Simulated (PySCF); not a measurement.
## A run with a changed setting

The sound run of [Lu(H2O)9]3+ (singlet in the valence; each metal's 4f electrons, 14 of them, lie in its core potential, out of spins and levels; a saddle point, relaxed within its symmetry) uses PySCF 2.14.0, RKS PBE0, Lu lcecp-1-SVP with ECP60, O def2-SVP, H def2-SVP; non-relativistic Hamiltonian with scalar-relativistic core potentials where named; density fitting; no spin-orbit coupling, grid (50, 194), threshold 1e-8 and 55 cycles at the relaxed geometry:
```xyz
28

Lu    0.0000    0.0000    0.0000
O     1.7051    0.0000    1.7696
H     1.6547    0.0000    2.7375
H     2.6575    0.0001    1.5843
O    -0.8526    1.4766    1.7696
H    -0.8274    1.4330    2.7375
H    -1.3288    2.3014    1.5843
O    -0.8525   -1.4767    1.7696
H    -0.8273   -1.4330    2.7375
H    -1.3287   -2.3015    1.5843
O     1.7051    0.0000   -1.7696
H     2.6575    0.0001   -1.5843
H     1.6547    0.0000   -2.7375
O    -0.8526    1.4766   -1.7696
H    -1.3288    2.3014   -1.5843
H    -0.8274    1.4330   -2.7375
O    -0.8525   -1.4767   -1.7696
H    -1.3287   -2.3015   -1.5843
H    -0.8273   -1.4330   -2.7375
O     1.1884    2.0584    0.0000
H     1.4782    2.5604    0.7763
H     1.4782    2.5604   -0.7763
O    -2.3768    0.0000    0.0000
H    -2.9564   -0.0001    0.7763
H    -2.9564   -0.0001   -0.7763
O     1.1884   -2.0584    0.0000
H     1.4783   -2.5603    0.7763
H     1.4783   -2.5603   -0.7763
```
This run, with dm0 from free metal ions and neutral atoms, differs:

```python
mol = gto.M(atom='''
Lu     0.00000    -0.00000     0.00000
O      1.79033     0.00003     1.85811
H      1.73741     0.00003     2.87436
H      2.79039     0.00005     1.66348
O     -0.89519     1.55045     1.85811
H     -0.86873     1.50462     2.87436
H     -1.39524     2.41652     1.66348
O     -0.89514    -1.55048     1.85811
H     -0.86868    -1.50465     2.87436
H     -1.39515    -2.41657     1.66348
O      1.79033     0.00003    -1.85811
H      2.79039     0.00005    -1.66348
H      1.73741     0.00003    -2.87436
O     -0.89519     1.55045    -1.85811
H     -1.39524     2.41652    -1.66348
H     -0.86873     1.50462    -2.87436
O     -0.89514    -1.55048    -1.85811
H     -1.39515    -2.41657    -1.66348
H     -0.86868    -1.50465    -2.87436
O      1.24779     2.16132     0.00000
H      1.55208     2.68838     0.81517
H      1.55208     2.68838    -0.81517
O     -2.49565    -0.00004    -0.00000
H     -3.10425    -0.00005     0.81517
H     -3.10425    -0.00005    -0.81517
O      1.24786    -2.16128    -0.00000
H      1.55217    -2.68833     0.81517
H      1.55217    -2.68833    -0.81517''',
    basis={'Lu': 'lcecp-1-SVP', 'O': 'def2-SVP', 'H': 'def2-SVP'},
    ecp={'Lu': 'lcecp-1-SVP'},
    charge=3, spin=0)
mf = dft.RKS(mol, xc='PBE0')
mf.grids.atom_grid = (50, 194)  # f atoms: unpruned, at least (60, 302)
mf = mf.density_fit()  # fitting sets: Lu AutoAux, O def2-universal-JKFIT, H def2-universal-JKFIT
mf.conv_tol = 1e-08; mf.max_cycle = 55
mf.kernel(dm0)
mf.nuc_grad_method().kernel()
```

What was changed, and how did it end?

All coordinates were scaled by 1.05. It converged in 9 cycles, 1.359 eV from the sound run, largest force component 2.13 eV/Å. It is a sound run away from the minimum.
```
init E= -716.494189432322
cycle= 1 E= -723.910158189431  delta_E= -7.42  |g|= 3.22  |ddm|= 4.57
cycle= 2 E= -721.507410043785  delta_E=  2.4  |g|= 4.68  |ddm|= 5.58
cycle= 3 E= -725.850859053926  delta_E= -4.34  |g|= 0.179  |ddm|=  3.8
cycle= 4 E= -725.85703262082  delta_E= -0.00617  |g|= 0.0454  |ddm|= 0.137
cycle= 5 E= -725.857384401686  delta_E= -0.000352  |g|= 0.0182  |ddm|= 0.0521
...
cycle= 7 E= -725.857447660609  delta_E= -5.51e-06  |g|= 0.00061  |ddm|= 0.00523
cycle= 8 E= -725.857447776228  delta_E= -1.16e-07  |g|= 4.42e-05  |ddm|= 0.000997
cycle= 9 E= -725.857447776843  delta_E= -6.15e-10  |g|= 7.13e-06  |ddm|= 8.73e-05
Extra cycle  E= -725.857447776853  delta_E= -1.05e-11  |g|= 4.21e-06  |ddm|= 1.11e-05
converged SCF energy = -725.857447776853
```

Run from Python with OMP_NUM_THREADS=4; the lines above give its settings. Where DIIS fails, smearing, a level shift and second-order steps follow.
It took 38 s on 4 threads of Intel(R) Xeon(R) Platinum 8259CL CPU @ 2.50GHz (Skylake/Cascade Lake), with other jobs on the host.

An lcecp potential fixes the number of 4f electrons, so in runs with it no electron can move into or out of that shell.
